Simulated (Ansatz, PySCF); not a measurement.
The pair A = HBr (SMILES Br) (first 2 atoms), B = H4OSi (SMILES O[SiH3]); geometry from B3LYP-D3(BJ)/def2-TZVP.
(charge 0, multiplicity 1):
```xyz
8

Br    -0.60942    -1.15565    -0.02079
H     -0.15486    -0.42267     1.13544
O      0.41416     0.49282     2.69081
Si    -0.09076     0.12682     4.23552
H      1.09888     1.15489     2.56406
H      1.03796    -0.38051     5.04901
H     -1.12040    -0.91285     4.06365
H     -0.65776     1.32435     4.89702
```

Frozen-core correlation. Filled d and f shells under p-block atoms count as core. Rows in 6-31G* carry no dispersion term and start afresh at each structure (6-31G* with six Cartesian d functions); the Pople sets are all-electron and without relativity.

The values were computed with Ansatz (Gaussian orbitals); PySCF for 6-31G* rows. Each number belongs to the level named beside it.

Total energies (hartree), monomers frozen at their geometry in the pair:

| structure | HF/6-31G* | B3LYP/def2-TZVPPD | CCSD(T)/def2-TZVPPD |
|---|---|---|---|
| AB | -2938.8200378 | -2942.0236506 | -2939.8359419 |
| A in the pair's basis | -2572.6843465 | -2574.7905493 | -2573.2032968 |
| B in the pair's basis | -366.1305309 | -367.2277676 | -366.6265595 |
| A | -2572.6839529 | -2574.7903964 | -2573.2027203 |
| B | -366.1297575 | -367.2277099 | -366.6260205 |

Q: Work out the interaction energy without and with the counterpoise correction, and the superposition error, for each level.

A: 
E(AB) − E(A) − E(B), times 627.509 kcal/mol, with the monomers in their own basis and then in the pair's basis:
- HF/6-31G*: -3.97 uncorrected, -3.24 corrected; the monomers gain 0.73 kcal/mol from borrowed functions
- B3LYP/def2-TZVPPD: -3.48 uncorrected, -3.35 corrected; the monomers gain 0.13 kcal/mol from borrowed functions
- CCSD(T)/def2-TZVPPD: -4.52 uncorrected, -3.82 corrected; the monomers gain 0.70 kcal/mol from borrowed functions

Ansatz is an electronic-structure program.
